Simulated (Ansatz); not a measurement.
Geometry optimisation, RKS BLYP-D4/def2-SVP (Ansatz 0.2.0).

The input (input.yaml):

```yaml
crystal:
  periodic: [false, false, false]
  atoms:
    - { symbol: Sn, position_ang: [0.175542, 0.02612, -0.069232] }
    - { symbol: H, position_ang: [0.093787, -0.087152, 1.660537] }
    - { symbol: Cl, position_ang: [2.428329, 0.014789, -0.816285] }
    - { symbol: Cl, position_ang: [-0.803528, 2.036185, -0.870463] }
    - { symbol: Cl, position_ang: [-0.896138, -1.811476, -1.13065] }
    - { symbol: "N", position_ang: [-2.691406, -0.067165, 1.564684] }
    - { symbol: H, position_ang: [-2.770819, -0.795841, 0.841782] }
    - { symbol: H, position_ang: [-2.7196, 0.845167, 1.088307] }
    - { symbol: H, position_ang: [-1.744267, -0.160626, 1.99052] }
basis:
  gaussian: { orbitals: def2-SVP }
hamiltonian:
  xc: blyp
  dispersion: d4
relax:
  f_tol: 0.03
  max_steps: 50
```

Run as:

```bash
$ ansatz run input.yaml --threads 4 --pin off --max-ram 5120MiB --backend cpu --events-out ev --progress --plain --runs-dir out
```

Where does it end, and by what steps?

The run converged. After 6 steps the energy has fallen by 0.107 eV; H9 moved furthest, 0.46 Å.

| step | energy less start (eV) | largest force component (eV/Å) | accepted |
| --- | --- | --- | --- |
| 0 | 0.0000 | 0.794 | yes |
| 1 | -0.0661 | 0.502 | yes |
| 2 | -0.0826 | 0.407 | yes |
| 3 | -0.0771 | 0.825 | no |
| 4 | -0.0987 | 0.231 | yes |
| 5 | -0.1060 | 0.042 | yes |
| 6 | -0.1067 | 0.015 | yes |

```xyz
9
Properties=species:S:1:pos:R:3
Sn 0.246 0.014 -0.022
H 0.470 -0.125 1.680
Cl 2.384 0.051 -1.054
Cl -0.806 2.038 -0.700
Cl -0.886 -1.833 -1.007
N -2.827 -0.038 1.436
H -2.702 -0.817 0.780
H -2.652 0.843 0.941
H -2.155 -0.133 2.204
```

The run took 13 s on 4 threads of Arm Neoverse V1, with other jobs on the host, peak memory 0.17 GiB.
